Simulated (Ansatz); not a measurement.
Program: Ansatz. Geometries: PBE0-D4/def2-TZVP. ΔE: electronic, gas phase. CCSD(T)/CBS is the MP2 limit (def2-TZVPP, def2-QZVPP) plus CCSD(T) − MP2 in def2-TZVPP, frozen cores. This one scheme is used for every species. DFT in def2-TZVPP. B3LYP here is the variant with VWN-RPA as its local correlation; programs differ in this. One conformer a species, not always the lowest.

`Cl[SiH2]O[SiH](Cl)Cl` + `O[SiH2]S` → `O[SiH2]S[SiH2]Cl` + `O[SiH](Cl)Cl`  (ligand exchange at the Si–O bond)

`Cl[SiH2]O[SiH](Cl)Cl`:

Cartesian coordinates in Å:
```
Cl 2.090 -1.878 0.397
Si 1.504 0.078 0.462
O -0.125 0.159 0.547
Si -1.526 0.023 -0.246
Cl -1.248 -1.025 -1.971
Cl -2.214 1.881 -0.708
H 2.046 0.686 1.692
H 1.986 0.740 -0.767
H -2.514 -0.664 0.594
```

`O[SiH2]S`:

```xyz
7

O    -1.316   -0.455    0.566
Si    0.292   -0.151    0.428
S     0.789    1.037   -1.272
H    -1.909    0.296    0.522
H     0.821    0.650    1.561
H     0.918   -1.488    0.361
H     0.405    0.111   -2.167
```

`O[SiH2]S[SiH2]Cl`:

```xyz
10

O     0.323   -0.306    1.803
Si   -0.429   -1.294    0.736
S    -1.329   -0.201   -0.875
Si    0.332    1.038   -1.331
Cl    0.402    2.693   -0.108
H    -0.127    0.496    2.079
H     0.628   -2.200    0.240
H    -1.560   -2.053    1.324
H     0.157    1.525   -2.715
H     1.603    0.303   -1.153
```

`O[SiH](Cl)Cl`:

```xyz
6

O     0.650   -1.172   -0.029
Si   -0.355    0.096    0.071
Cl   -0.456    1.100   -1.704
Cl    0.271    1.425    1.489
H     1.571   -1.026   -0.253
H    -1.680   -0.422    0.426
```

CCSD(T)/CBS gives +47.5 kJ/mol.

Q: Another level gave +53.5 kJ/mol. Which?
A. r2SCAN/def2-TZVPP
B. PBE-D4/def2-TZVPP
C. PBE0/def2-TZVPP
D. B3LYP/def2-TZVPP

A: D. B3LYP 53.5, r2SCAN 42.2, PBE-D4 30.5, PBE0 37.4 kJ/mol.

Largest T1 diagnostic among the species: 0.011.

In def2-TZVPP, CCSD(T) changes the Hartree–Fock value by −20.5 kJ/mol (the triples alone add −4.4 kJ/mol) and MP2 by −25.3 kJ/mol. From PBE to PBE0 (25 % exact exchange), in def2-TZVPP and without D4, ΔE moves by +4.8 kJ/mol.
